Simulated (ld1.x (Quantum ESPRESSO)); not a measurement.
# Which setting gave this result? (titanium (Ti), RRKJ)

Base potential:

```
Element                 : Ti (Z = 22)
Generator               : ld1.x (Quantum ESPRESSO) 7.5
Type                    : norm-conserving RRKJ (Kleinman–Bylander form)
Functional              : LDA (PZ)
Relativity              : scalar-relativistic
Frozen core             : [Ar]
Valence charge          : 4
Reference configuration : 3d2 4s1 4p0 (charge +1)
Partial waves           : 4s (bound): rc 2.80 bohr; 4p (bound, empty): rc 2.30 bohr; 3d (bound): rc 1.95 bohr
Local potential         : the d channel
Core correction         : none
rho0                    : 0.02
```

Cutoffs, loose and tight: the cutoffs (Ry, on a coarse ladder) from which the occupation-weighted sum of valence levels, in a spherical-Bessel basis at the reference potential, stays within 10 and 1 mRy of its value at 400 Ry. They do not see the model core or the augmentation charge, which bear on the density cutoff. Test errors are all-electron minus pseudo excitation energies from the reference, over the configurations 3d2 4s2 4p0; 3d2 4s0 4p0; 3d1 4s0 4p0; 3d2 4s1.5 4p0; 3d2.5 4s1.5 4p0; 3d1 4s2 4p1; 3d2 4s0 4p2 (two spin-polarised tests are not counted in the largest error); variants that change the core or the reference have their own tests. The largest error is taken over the tests solved by every variant that gives reliable tests at all, those not shown here included: 3d1 4s0 4p0; 3d2 4s0 4p0; 3d2 4s1.5 4p0; 3d2 4s2 4p0; 3d2.5 4s1.5 4p0.

Only the d radius is moved:

| d radius (bohr) | cutoff, loose | cutoff, tight | bound ghosts | largest test error (meV) |
| --- | --- | --- | --- | --- |
| 1.24 | 110 Ry | 140 Ry | s, p | +65 |
| 1.46 | 80 Ry | 100 Ry | s, p | +79 |
| 1.58 | 70 Ry | 90 Ry | s, p | +90 |
| 1.8 | 60 Ry | 70 Ry | s, p | +119 |
| 1.96 | 50 Ry | 60 Ry | s, p | +156 |
| 2.34 | 40 Ry | 50 Ry | s, p | +264 |
| 2.54 | 35 Ry | 45 Ry | s, p | +334 |
| 2.72 | 35 Ry | 40 Ry | s, p | +420 |
| 2.94 | 30 Ry | 35 Ry | s | +526 |

Question: One more run gave cutoff, loose: 45 Ry; cutoff, tight: 55 Ry; bound ghosts: s, p; largest test error (meV): +210. Which value of the d radius was used?

Answer: 2.2 bohr. The tight cutoff moves one way along this sweep, from 140 Ry at 1.24 to 35 Ry at 2.94 bohr, which places the run between 1.96 and 2.34 bohr.
